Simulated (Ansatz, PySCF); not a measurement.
Molecule: C₂H₆FSi, net charge 0, doublet state. It need not be the lowest isomer of its formula. 
Structure (B3LYP-D3(BJ)/def2-TZVP (Ansatz, a first-principles code) minimum search):
```xyz
10

Si    -0.2124     0.3315    -0.1726
C      1.4544     0.0163    -0.9731
C     -1.2405    -1.2331    -0.0559
F      0.0709     0.8332     1.3433
H      2.0017    -0.7410    -0.4026
H      1.3249    -0.3481    -1.9941
H      2.0592     0.9230    -1.0069
H     -1.4437    -1.6316    -1.0519
H     -2.1938    -1.0487     0.4404
H     -0.6963    -1.9918     0.5156
```
Charge 0, spin multiplicity 2.

Dipole moments at this geometry, in debye (magnitudes).

```csv
level,program,dipole (D)
HF/def2-TZVPD,PySCF,1.97
BLYP/def2-TZVPD,PySCF,1.82
revPBE/def2-TZVPD,Ansatz,1.82
B97M-V/def2-TZVPD,Ansatz,1.85
TPSSh/def2-TZVPD,PySCF,1.83
r2SCANh/def2-TZVPD,Ansatz,1.88
r2SCAN0/def2-TZVPD,Ansatz,1.91
M06-2X/def2-TZVPD,PySCF,1.89
HSE06/def2-TZVPD,Ansatz,1.91
CAM-B3LYP/def2-TZVPD,Ansatz,1.92
LC-wPBE/def2-TZVPD,Ansatz,1.93
wB97M-V/def2-TZVPD,Ansatz,___
wB97X-V/def2-TZVPD,Ansatz,1.91
CCSD(T)/aug-cc-pV(D+d)Z,Ansatz,___
```

Q: Some entries are withheld; supply them.

A: 
- wB97M-V/def2-TZVPD, dipole (D): 1.88
- CCSD(T)/aug-cc-pV(D+d)Z, dipole (D): 1.84
